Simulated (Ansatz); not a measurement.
Basis sets compared for TaSi6⁺. Total charge 1; singlet. Geometry PBE-D4/def2-SVP. Ansatz on 4 threads of Arm Neoverse V2 on a shared host; times are rough, and most runs start from earlier orbitals.

```xyz
7

Ta   -0.568   -0.868    1.163
Si   -2.066   -0.350   -0.969
Si    1.808   -0.112    1.035
Si    1.307   -1.851   -0.443
Si   -1.495    1.359    0.520
Si    0.246    0.042   -1.460
Si    0.769    1.780    0.153
```

In the def2 sets Ta takes a core potential; there is no spin–orbit coupling. The restricted singlet is unstable towards broken spin symmetry in Hartree–Fock (as tested in another run); at PBE-D4/def2-SVP, PBE-D4/def2-TZVP, PBE0-D4/def2-SVP, PBE0-D4/def2-TZVP this wasn't settled. No other spin state of charge 1 was run. Another isomer (singlet) lies 1.08 eV lower at PBE0-D4/def2-TZVP; other spin states weren't run for this one.

```csv
level,functions,energy (Eh),HOMO (eV),LUMO (eV),wall time
PBE-D4/def2-SVP,140,-1792.3076,-9.44,-8.99,2.8 s
PBE0-D4/def2-SVP,140,-1792.3763,-10.24,-8.36,4 s
```

(1) Estimate the rows for PBE-D4/def2-TZVP (with forces), PBE0-D4/def2-TZVP.

Answers

(1) 
| level | functions | energy (Eh) | HOMO (eV) | LUMO (eV) | wall time |
| --- | --- | --- | --- | --- | --- |
| PBE-D4/def2-TZVP (with forces) | 262 | -1792.9289 | -9.24 | -8.79 | 6.5 s |
| PBE0-D4/def2-TZVP | 262 | -1792.9972 | -10.00 | -8.13 | 15 s |
